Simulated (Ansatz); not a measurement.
Ansatz (a quantum-chemistry and plane-wave program) input (PBE/def2-TZVPP):

Ansatz 0.2 input:
```yaml
crystal:
  periodic: [false, false, false]
  atoms:
    - {symbol: H, position_ang: [0.00000000, 0.00000000, 0.00000000]}
basis:
  gaussian:
    orbitals: def2-TZVPP
hamiltonian:
  xc: {name: PBE}
magnetization: {spin_polarized: true, initial_magnetization: 1}
scf: {lower_state_search: full}
```

Output:

```
Functional definition: PBE
integrals: 0.00 GiB planned
59 factors; their error is unknown
mean field: 0.04 GiB planned
mean field evaluation 1: about -13.5907 eV, gradient 5.6e-1 eV
mean field evaluation 2: about -13.5952 eV, gradient 8.9e-2 eV
mean field evaluation 4: about -13.5952 eV, gradient 1.2e-3 eV
mean field evaluation 8: about -13.5907 eV, gradient 5.6e-1 eV
mean field evaluation 16: about -13.5952 eV, gradient 1.2e-3 eV
mean field -13.59521456 eV, -0.4996149201 hartree, gradient 8.4e-6 eV, S^2 0.750000; 2 other end points of the search recorded, 0 dependent functions left out
reference -13.59523491 eV, -0.4996156679 hartree; 1, 0 occupied and 13, 14 virtual orbitals, 59 factors
Total energy: -13.59523491 eV, -0.4996156679 hartree
```
